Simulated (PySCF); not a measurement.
From computed data to an observable: chemical shift, span and skew from a shielding tensor

Si(OH)3(NH2) (H5NO3Si), SMILES N[Si](O)(O)O. Atoms are numbered in the order given.

```xyz
10

N      1.5912    -0.5831    -0.1390
Si    -0.0145     0.0095    -0.0161
O     -0.0285     1.2826     1.0504
O     -0.6131     0.5823    -1.4427
O     -1.0050    -1.2401     0.4486
H      1.7562    -1.4349    -0.6662
H      2.3433     0.0809    -0.2943
H      0.3730     1.1269     1.9102
H     -1.5121     0.9249    -1.4174
H     -0.7236    -1.7478     1.2153
```

Geometry optimised at ωB97X-D3(BJ)/def2-SVP. A frequency run showed that this geometry is not a minimum. Other conformers were not sampled.

GIAO shieldings from PBE/pcSseg-1 (PySCF), non-relativistic, no solvent. The symmetric part of the tensor of Si2 has the principal values 367.3, 385.4, 410.1 ppm. The same nucleus in TMS has σ = 335.4 ppm at this level (PySCF, at its B3LYP-D3(BJ)/def2-TZVP geometry).

**Question.** Work out the isotropic shielding, the ²⁹Si shift against TMS, the span and the skew.

**Answer.** 
σ(iso) = (σ11 + σ22 + σ33)/3 = 387.6 ppm. δ = σ(ref) − σ(iso) = 335.4 − (387.6) = -52.2 ppm.
Span Ω = σ33 − σ11 = 42.8 ppm. Skew κ = 3(σ(iso) − σ22)/Ω = 0.15. Tumbling in solution averages the tensor to δ; in a static solid the shielding alone would spread this spin-1/2 line over Ω.
